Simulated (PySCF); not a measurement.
diarsenic cation (As₂), SMILES [As]#[As] (connectivity only; charge and spin as stated), charge +1, multiplicity 2.

The structure is a stationary point at PBE0-D3(BJ)/def2-TZVP. The multiplicity is an assumed one; other spin states were not compared.

Method: PBE/def2-TZVPD (PySCF).

```yaml
total_energy: -4470.74661 hartree
point_group: D∞h
"α spin, highest occupied and lowest empty level": -13.09 and -10.65 eV
"β spin, highest occupied and lowest empty level": -12.88 and -12.70 eV
dipole_moment_about_the_centre_of_nuclear_charge: 0.00 D
"⟨S²⟩": 0.752 (pure state 0.75)
```
